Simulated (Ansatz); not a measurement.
Stepwise reaction of `C=[CH][In]([F])[F]` with hydrogen, as a gas-phase model of exchange steps in deposition or etching. ΔE in kJ/mol; ΔG adds harmonic PBE0-D4 terms to CCSD(T)/CBS, at 1 bar.

Calculated with Ansatz (gas phase, PBE0-D4/def2-TZVP geometries, no zero-point term in ΔE). CCSD(T)/CBS is the MP2 limit (def2-TZVPP, def2-QZVPP) plus CCSD(T) − MP2 in def2-TZVPP, frozen cores. This one scheme is used for every species. Functionals use def2-TZVPP. B3LYP here is the variant with VWN-RPA as its local correlation; programs differ in this. def2 core potentials past Kr. For In outer-core shells are correlated without core-valence functions, which leaves a few kJ/mol of doubt a bond. Each species was taken in one conformer, which may not be the lowest.

| step | reaction | PBE-D4 | B3LYP-D4 | ωB97M-V | CCSD(T)/CBS | ΔG(600 K) |
| --- | --- | --- | --- | --- | --- | --- |
| 1 | `C=[CH][In]([F])[F]` + H₂ → `C=[CH][InH][F]` + H–F | 38.6 | 39.4 | 34.9 | 35.7 | 36.6 |

Task: Give the row of step 2, `C=[CH][InH][F]` + H₂ → `C=[CH][InH2]` + H–F. (An estimate is asked.)

Result: Computed: 
| step | reaction | PBE-D4 | B3LYP-D4 | ωB97M-V | CCSD(T)/CBS | ΔG(600 K) |
| --- | --- | --- | --- | --- | --- | --- |
| 2 | `C=[CH][InH][F]` + H₂ → `C=[CH][InH2]` + H–F | 69.0 | 69.9 | 63.8 | 66.5 | 61.1 |

Task: By hand: ΔE of the 2 steps together at CCSD(T)/CBS.

Result: (35.7) + (66.5) = 102.2 kJ/mol, or 51.1 kJ/mol a step.

In ΔE each step is higher than the one before. All are uphill at CCSD(T)/CBS. ΔG lies between 36.6 and 61.1 kJ/mol a step. PBE-D4 differs from CCSD(T)/CBS by 2.5 to 2.9 kJ/mol a step. Isolated molecules leave out the surface, adducts and barriers. Largest T1 diagnostic: 0.016.
